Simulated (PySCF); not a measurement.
**How methods differ on the excitation energy of Mg+**

Mg+ [Ne] 3s1 (2S) → Mg+ [Ne] 3p1 (2P), as a difference of total energies. All numbers are calculated (PySCF 2.14, no relativity, point nucleus, in aug-cc-pVQZ (7s6p4d3f2g, 84 functions)). The calculations carry no spin-orbit coupling.

```tsv
method	excitation energy (cm⁻¹)
UHF	34500
LDA	33993
PBE	32740
PBE0	33210
r2SCAN	32478
r2SCAN0	33328
M06-L	29339
CAM-B3LYP	35090
HSE06	33212
```

**Question.** Which method comes closest to the reference value, and which is furthest?

**Answer.** The reference is 35730 cm⁻¹ (measured; NIST levels, between the centres of gravity of the two terms). Closest: CAM-B3LYP (error -639.87 cm⁻¹); furthest: M06-L (error -6391.3 cm⁻¹).
